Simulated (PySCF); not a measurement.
Compound: C2H7GeNSi.
Structure used (PBE0-D3(BJ)/def2-SVP), in Å, numbered top down from 1:
```xyz
12
C2H7GeNSi angstrom
C      2.880    0.252    1.147
C      2.041   -0.105    0.341
Ge     0.711   -0.674   -0.906
N     -0.952   -0.693   -0.138
Si    -1.989    0.674    0.143
H      3.621    0.568    1.860
H      0.678    0.324   -2.069
H      1.053   -2.102   -1.353
H     -1.138   -1.525    0.416
H     -1.713    1.419    1.415
H     -1.792    1.624   -0.993
H     -3.412    0.217    0.193
```

Jobs on this species (12 atoms, 72 electrons) with PySCF (density fitting). Hardware of each: one thread of an Arm Neoverse V2, no GPU, on a shared host. Other jobs ran on the host; a repeat could differ by tens of per cent or more. Peak memory is the resident size of the whole Python process, interpreter and libraries included.

```csv
level and settings,work,basis functions,SCF cycles,wall time,peak memory
"delta-SCF UKS SCAN, pcX-1 on the ionised atom, pcseg-1 elsewhere, spin-free X2C","ΔSCF core ionisation, 5 holes",144,?,?,?
"delta-SCF UKS SCAN, pcX-2 on the ionised atom, pcseg-1 elsewhere, spin-free X2C","ΔSCF core ionisation, 5 holes",164,?,?,?
"delta-SCF UKS PBE0, pcX-2 on the ionised atom, pcseg-1 elsewhere, spin-free X2C","ΔSCF core ionisation, 5 holes",164,73,51 s,0.74 GiB
"delta-SCF UKS SCAN, pcX-2 on the ionised atom, pcseg-1 elsewhere, non-relativistic","ΔSCF core ionisation, 5 holes",164,85,32 s,0.53 GiB
"delta-SCF UKS HF, pcX-2 on the ionised atom, pcseg-1 elsewhere, spin-free X2C","ΔSCF core ionisation, 5 holes",164,73,35 s,0.74 GiB
"PBE0-D3(BJ)/def2-SVP, grid level 1",geometry optimisation from a GFN2-xTB start shaken at random,127,71,69 s,0.53 GiB
"delta-SCF UKS B3LYP, pcX-2 on the ionised atom, pcseg-1 elsewhere, spin-free X2C","ΔSCF core ionisation, 5 holes",164,76,52 s,0.74 GiB
"delta-SCF UKS SCAN, def2-TZVP on the ionised atom, pcseg-1 elsewhere, spin-free X2C","ΔSCF core ionisation, 5 holes",141,86,31 s,0.53 GiB
"delta-SCF UKS PBE, pcX-2 on the ionised atom, pcseg-1 elsewhere, spin-free X2C","ΔSCF core ionisation, 5 holes",164,85,22 s,0.53 GiB
```

**Question.** Fill in the missing figures.

**Answer.** 
- delta-SCF UKS SCAN, pcX-1 on the ionised atom, pcseg-1 elsewhere, spin-free X2C; ΔSCF core ionisation, 5 holes: 28 s, 0.53 GiB, 85 SCF cycles
- delta-SCF UKS SCAN, pcX-2 on the ionised atom, pcseg-1 elsewhere, spin-free X2C; ΔSCF core ionisation, 5 holes: 34 s, 0.60 GiB, 86 SCF cycles

**Question.** What do all jobs in the table cost together?

**Answer.** About 5.9 min; the longest takes about 19 % of that, and about 3.1 times as long as the shortest.
